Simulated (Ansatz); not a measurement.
Abridged output of a molecular run in Ansatz:

```
Functional definition: HF
871 factors; integrals over basis functions are off by at most 1.2e-3 eV
mean field evaluation 1: about -23407.8002 eV, gradient 1.9e1 eV
mean field evaluation 2: about -23407.8793 eV, gradient 1.9e1 eV
mean field evaluation 4: about -23409.3602 eV, gradient 2.4e0 eV
mean field evaluation 8: about -23409.3819 eV, gradient 1.2e-1 eV
mean field evaluation 16: about -23409.2920 eV, gradient 4.2e-1 eV
mean field -23409.38200338 eV, -860.2789211753 hartree, gradient 7.0e-6 eV, S^2 0.000000; 0 other end points of the search recorded, 0 dependent functions left out
12 core orbitals not correlated: weight in the atoms' cores, before any rotation towards them, 1.000 or more for the frozen orbitals, at most 0.000 for the correlated occupied ones
reference -23409.38200338 eV, -860.2789211753 hartree; 12, 12 occupied and 65, 65 virtual orbitals, 871 factors
second order -13.44857718 eV of doubles, -0.00000000 eV of singles
cycle   1  -14.44592898 eV  change    -1.0e0 eV  update   9.0e-2
cycle   2  -14.85768142 eV  change   -4.1e-1 eV  update   2.7e-2
cycle   3  -14.93203386 eV  change   -7.4e-2 eV  update   1.3e-2
cycle   4  -14.92845313 eV  change    3.6e-3 eV  update   4.3e-3
cycle   5  -14.92734475 eV  change    1.1e-3 eV  update   1.6e-3
cycle   6  -14.92696663 eV  change    3.8e-4 eV  update   4.5e-4
cycle   7  -14.92688783 eV  change    7.9e-5 eV  update   1.3e-4
cycle   8  -14.92689975 eV  change   -1.2e-5 eV  update   4.6e-5
cycle   9  -14.92689147 eV  change    8.3e-6 eV  update   1.6e-5
perturbative correction -0.47852486 eV, -0.0175854643 hartree
Total energy: -23424.78741971 eV, -860.8450597832 hartree
```

Its atoms:

```xyz
9

C    -0.7077    0.2164   -1.4783
S     0.7546    0.3739   -0.4220
B     0.2018   -0.2768    1.1333
S     1.2581   -0.3676    2.5719
H    -0.4382    0.6073   -2.4589
H    -1.5343    0.7985   -1.0755
H    -0.9973   -0.8282   -1.5764
H    -0.9123   -0.6808    1.2697
H     2.3753    0.1573    2.0363
```

Task: Which basis set was used?
A. cc-pV(Q+d)Z
B. def2-SVPD
C. def2-SVP
D. def2-TZVPP

Result: C. It gives 89 functions.

Task: Write the keys of the input that set method, charge and spin (a neutral closed shell needs none for the last two).

Result: 
```yaml
correlation: {method: ccsd_t}
```
